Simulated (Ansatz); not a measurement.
Gas-phase reaction in SMILES: OB[Se-] → [O-]B[SeH]
Structures are relaxed separately at B3LYP-D3(BJ)/def2-TZVP in Ansatz (an electronic-structure program), one conformer each, not searched for the lowest.

Wanted: isomerisation energy (electronic energy difference), in eV. Cores are frozen in the correlated levels unless marked. Spin-orbit coupling is left out. Frozen are the shells of the preceding noble gas and the d and f shells that filled before the atom's block. No relativistic terms. Anions need diffuse functions: aug- sets have them; def2-D sets add few; the other sets have none. Basis-set limits of correlation are two-point, X^-3; Hartree-Fock from the larger set. [CCSD(T)-MP2]/basis is that difference in the basis named.

```csv
level,program,isomerisation energy (eV)
HF/aug-cc-pVDZ,Ansatz,0.74
```

### Question
Estimate the value at RI-MP2/CBS(aug-cc-pVTZ,aug-cc-pVQZ)+[CCSD(T)-MP2]/aug-cc-pVTZ as computed with Ansatz.

### Answer
0.56 eV
